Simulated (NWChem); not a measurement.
Program: NWChem. System: H3AlCl2OSi, charge 0, spin multiplicity 1, displaced from the optimised geometry. The structure started from a generated list of species. Level: BLYP/def2-SVP.

Output (cleaned and shortened):

```
             Northwest Computational Chemistry Package (NWChem) 7.3.0
             --------------------------------------------------------

                                NWChem Input Module
                                -------------------

 Scaling coordinates for geometry "geometry" by  1.889725989
 (inverse scale =  0.529177249)

                             Geometry "geometry" -> ""
                             -------------------------

 Output coordinates in angstroms (scale by  1.889725989 to convert to a.u.)

  No.       Tag          Charge          X              Y              Z
 ---- ---------------- ---------- -------------- -------------- --------------
    1 Al                  13.0000     0.03757300     0.45129600     0.22366000
    2 Cl                  17.0000     1.94715500     1.32195000     0.55153100
    3 Cl                  17.0000    -1.69990500     1.50253800     0.84645000
    4 O                    8.0000    -0.09966500    -1.07515000    -0.53112000
    5 Si                  14.0000    -0.22237500    -2.58243300    -1.27883100
    6 H                    1.0000    -0.77467100    -3.60063100    -0.29136000
    7 H                    1.0000     1.14982800    -3.04021800    -1.75237000
    8 H                    1.0000    -1.15628200    -2.48704800    -2.47694400

 Effective nuclear repulsion energy (a.u.)     377.7967210157

            Nuclear Dipole moment (a.u.)
            ----------------------------
        X                 Y               Z
 ---------------- ---------------- ----------------
     0.0000075589    -0.0000283459    -0.0000207870


 Summary of "ao basis" -> "" (spherical)
 ------------------------------------------------------------------------------
       Tag                 Description            Shells   Functions and Types
 ---------------- ------------------------------  ------  ---------------------
 *                          def2-svp                  on all atoms

                                 NWChem DFT Module
                                 -----------------

 Summary of "ao basis" -> "ao basis" (spherical)
 ------------------------------------------------------------------------------
       Tag                 Description            Shells   Functions and Types
 ---------------- ------------------------------  ------  ---------------------
 Al                         def2-svp                 8       18   4s3p1d
 Cl                         def2-svp                 8       18   4s3p1d
 O                          def2-svp                 6       14   3s2p1d
 Si                         def2-svp                 8       18   4s3p1d
 H                          def2-svp                 3        5   2s1p

 Summary of "ao basis" -> "ao basis" (spherical)
 ------------------------------------------------------------------------------
       Tag                 Description            Shells   Functions and Types
 ---------------- ------------------------------  ------  ---------------------
 Al                         def2-svp                 8       18   4s3p1d
 Cl                         def2-svp                 8       18   4s3p1d
 O                          def2-svp                 6       14   3s2p1d
 Si                         def2-svp                 8       18   4s3p1d
 H                          def2-svp                 3        5   2s1p

            General Information
            -------------------
          SCF calculation type: DFT
          Wavefunction type:  closed shell.
          No. of atoms     :     8
          No. of electrons :    72
           Alpha electrons :    36
            Beta electrons :    36
          Charge           :     0
          Spin multiplicity:     1
          Use of symmetry is: off; symmetry adaption is: off
          Maximum number of iterations: 100
          AO basis - number of functions:   101
                     number of shells:    47
          Convergence on energy requested:  1.00D-06
          Convergence on density requested:  1.00D-05
          Convergence on gradient requested:  5.00D-04

              XC Information
              --------------
                    Becke 1988 Exchange Functional  1.000
              Lee-Yang-Parr Correlation Functional  1.000
[...]
   Bfn.  Coefficient  Atom+Function         Bfn.  Coefficient  Atom+Function
  ----- ------------  ---------------      ----- ------------  ---------------
    58      0.395956  4 O  px                61      0.297510  4 O  px
    30      0.250031  2 Cl py                48     -0.238267  3 Cl py
    92     -0.208178  7 H  s                 27      0.184737  2 Cl py
    45     -0.176202  3 Cl py                93     -0.172781  7 H  s
    47     -0.145784  3 Cl px                31      0.130177  2 Cl pz

 Vector   37  Occ=0.000000D+00  E=-6.968623D-02
              MO Center=  2.5D-02,  3.0D-01,  1.5D-01, r^2= 5.0D+00
   Bfn.  Coefficient  Atom+Function         Bfn.  Coefficient  Atom+Function
  ----- ------------  ---------------      ----- ------------  ---------------
     4      0.841980  1 Al s                  3      0.468711  1 Al s
    57     -0.389446  4 O  s                 29      0.304197  2 Cl px
     2      0.290003  1 Al s                 47     -0.277880  3 Cl px
    22     -0.250458  2 Cl s                 40     -0.251649  3 Cl s
    80      0.214676  5 Si py                56     -0.170164  4 O  s

 Vector   38  Occ=0.000000D+00  E=-4.450315D-02
              MO Center=  3.2D-02,  4.8D-01,  2.4D-01, r^2= 4.1D+00
   Bfn.  Coefficient  Atom+Function         Bfn.  Coefficient  Atom+Function
  ----- ------------  ---------------      ----- ------------  ---------------
    13      0.654668  1 Al pz                10      0.385965  1 Al pz
    12     -0.327281  1 Al py                31     -0.239194  2 Cl pz
    49     -0.239506  3 Cl pz                 9     -0.192868  1 Al py
     7     -0.182652  1 Al pz                81     -0.176289  5 Si pz
    60     -0.163350  4 O  pz                88      0.153905  6 H  s

 Vector   39  Occ=0.000000D+00  E= 7.272164D-03
              MO Center= -1.7D-01, -2.0D+00, -9.8D-01, r^2= 6.3D+00
   Bfn.  Coefficient  Atom+Function         Bfn.  Coefficient  Atom+Function
  ----- ------------  ---------------      ----- ------------  ---------------
    80      0.943075  5 Si py                57     -0.540939  4 O  s
    81      0.462585  5 Si pz                88      0.368139  6 H  s
    98      0.365382  8 H  s                 93      0.350870  7 H  s
    72     -0.325794  5 Si s                 12     -0.274362  1 Al py
     3     -0.266667  1 Al s                  4     -0.254038  1 Al s

 center of mass
 --------------
 x =   0.01388048 y =   0.16152254 z =   0.07998614

 moments of inertia (a.u.)
 ------------------
        1694.806295175289         -75.093995074709           9.622320993189
         -75.093995074709        1195.949752807965        -665.414242968605
           9.622320993189        -665.414242968605        2202.164325339617

     Multipole analysis of the density
     ---------------------------------

     L   x y z        total         alpha         beta         nuclear
     -   - - -        -----         -----         ----         -------
     0   0 0 0     -0.000000    -36.000000    -36.000000     72.000000

     1   1 0 0     -0.031636     -0.015822     -0.015822      0.000008
     1   0 1 0     -0.383381     -0.191676     -0.191676     -0.000028
     1   0 0 1     -0.190311     -0.095145     -0.095145     -0.000021

     2   2 0 0    -45.473041   -232.764842   -232.764842    420.056643
     2   1 1 0      0.022376    -20.744773    -20.744773     41.511921
     2   1 0 1      0.293374      1.245844      1.245844     -2.198314
     2   0 2 0    -42.916824   -381.674371   -381.674371    720.431917
     2   0 1 1     -1.235610   -176.792627   -176.792627    352.349645
     2   0 0 2    -41.080555   -114.182459   -114.182459    187.284364

            General Information
            -------------------
          SCF calculation type: DFT
          Wavefunction type:  closed shell.
          No. of atoms     :     8
          No. of electrons :    72
           Alpha electrons :    36
            Beta electrons :    36
          Charge           :     0
          Spin multiplicity:     1
          Use of symmetry is: off; symmetry adaption is: off
          Maximum number of iterations: 100
          AO basis - number of functions:   101
                     number of shells:    47
          Convergence on energy requested:  1.00D-06
          Convergence on density requested:  1.00D-05
          Convergence on gradient requested:  5.00D-04

              XC Information
              --------------
                    Becke 1988 Exchange Functional  1.000
              Lee-Yang-Parr Correlation Functional  1.000

             Grid Information
             ----------------
          Grid used for XC integration:  medium
          Radial quadrature: Mura-Knowles
          Angular quadrature: Lebedev.
          Tag              B.-S. Rad. Rad. Pts. Rad. Cut. Ang. Pts.
          ---              ---------- --------- --------- ---------
          Al                  1.25       88          11.0       590
          Cl                  1.00       88          14.0       590
          O                   0.60       49           9.0       434
          Si                  1.10       88          12.0       590
          H                   0.35       45          13.0       434
          Grid pruning is: on
          Number of quadrature shells:   536
          Spatial weights used:  Erf1

          Convergence Information
          -----------------------
          Convergence aids based upon iterative change in
          total energy or number of iterations.
          Levelshifting, if invoked, occurs when the
          HOMO/LUMO gap drops below (HL_TOL):  1.00D-02
          DIIS, if invoked, will attempt to extrapolate
          using up to (NFOCK): 10 stored Fock matrices.

                    Damping( 0%)  Levelshifting(0.5)       DIIS
                  --------------- ------------------- ---------------
          dE  on:    start            ASAP                start
          dE off:    2 iters        100 iters           100 iters

      Screening Tolerance Information
      -------------------------------
          Density screening/tol_rho:  1.00D-10
          AO Gaussian exp screening on grid/accAOfunc:  14
          CD Gaussian exp screening on grid/accCDfunc:  20
          XC Gaussian exp screening on grid/accXCfunc:  20
          Schwarz screening/accCoul:  1.00D-08

                            NWChem DFT Gradient Module
                            --------------------------

  charge          =   0.00
  wavefunction    = closed shell

                         DFT ENERGY GRADIENTS

    atom               coordinates                        gradient
                 x          y          z           x          y          z
   1 Al      0.071003   0.852826   0.422656    0.000217   0.002732   0.001359
   2 Cl      3.679589   2.498123   1.042242    0.005519   0.002728   0.001054
   3 Cl     -3.212355   2.839385   1.599559   -0.004987   0.003255   0.001907
   4 O      -0.188340  -2.031739  -1.003671    0.000016  -0.000058  -0.000046
   5 Si     -0.420228  -4.880091  -2.416640   -0.000187  -0.001972  -0.000979
   6 H      -1.463916  -6.804206  -0.550591   -0.002584  -0.004836   0.004531
   7 H       2.172860  -5.745179  -3.311499    0.006353  -0.002187  -0.002225
   8 H      -2.185056  -4.699839  -4.680745   -0.004348   0.000337  -0.005602

                 ----------------------------------------
                 |  Time  |  1-e(secs)   |  2-e(secs)   |
                 ----------------------------------------
                 |  CPU   |       0.01   |       5.50   |
                 ----------------------------------------
                 |  WALL  |       0.01   |       5.50   |
                 ----------------------------------------

 Task  times  cpu:       16.3s     wall:       16.3s

 Total times  cpu:       16.4s     wall:       16.4s
```

Question: Write an NWChem input that would produce this output.

Answer: This is not unique; one that fits is 
```
start mol
memory heap 200 mb stack 800 mb global 1000 mb
geometry units angstroms nocenter noautoz noautosym
  Al     0.037573     0.451296     0.223660
  Cl     1.947155     1.321950     0.551531
  Cl    -1.699905     1.502538     0.846450
  O     -0.099665    -1.075150    -0.531120
  Si    -0.222375    -2.582433    -1.278831
  H     -0.774671    -3.600631    -0.291360
  H      1.149828    -3.040218    -1.752370
  H     -1.156282    -2.487048    -2.476944
end
basis spherical
  * library def2-svp
end
dft
  xc becke88 lyp
  semidirect memsize 60000000 filesize 0
  iterations 100
  vectors input hcore
end
task dft gradient
```
